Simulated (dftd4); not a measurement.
Cl, charge -1, singlet; D4 for b97d (dftd4 4.2.0).

Here is a job for dftd4.
```
$ dftd4 mol.xyz --func b97d --charge -1 --json dftd4.json --noedisp --property

# file mol.xyz
1

Cl     0.00000000     0.00000000     0.00000000
```

It wrote (shortened):

```
                    ____  _____ _____     ____  _  _
      -------------|  _ \|  ___|_   _|---|  _ \| || |------------
     |             | | | | |_    | | ___ | | | | || |_           |
     |             | |_| |  _|   | ||___|| |_| |__   _|          |
     |             |____/|_|     |_|     |____/   |_|            |
     |             ===================================           |
     |            E. Caldeweyher, S. Ehlert & S. Grimme          |
     |          Mulliken Center for Theoretical Chemistry        |
     |                    University of Bonn                     |
      -----------------------------------------------------------

Rational (Becke-Johnson) damping: b97d-D4-ATM
---------------------
  s6         1.0000
  s8         1.6946
  s9         1.0000
  a1         0.2890
  a2         4.1341
 alp        16.0000
--------------------

Atomic data, radii in Ångström:
------------------------------------------------------
   Z          R(cov)      r4/r2   hardness         EN
------------------------------------------------------
  17 Cl       1.3200     1.9735     0.4312     3.1600
------------------------------------------------------

Atomic reference systems (in atomic units):
----------------------------------------------------------------------------
   Z        #      CN     q+Z       C6(AA)   #      CN     q+Z       C6(AA)
----------------------------------------------------------------------------
  17 Cl     1  0.0000 17.0000      92.6806   2  0.8444 16.8495     101.8771
----------------------------------------------------------------------------

Atomic properties (in atomic units):
----------------------------------------------------------------------------
     #    Z              CN          q      C6(AA)        C8(AA)   alpha(0)
----------------------------------------------------------------------------
     1   17 Cl       0.0000    -1.0000    127.0006     5298.9188    17.1509
----------------------------------------------------------------------------

Molecular properties (in atomic units):
----------------------------------------
 molecular C6                 127.0006
 molecular C8                5298.9188
----------------------------------------

Dispersion energy:       0.0000000000000E+00 Eh

[Info] JSON dump of results written to 'dftd4.json'
```
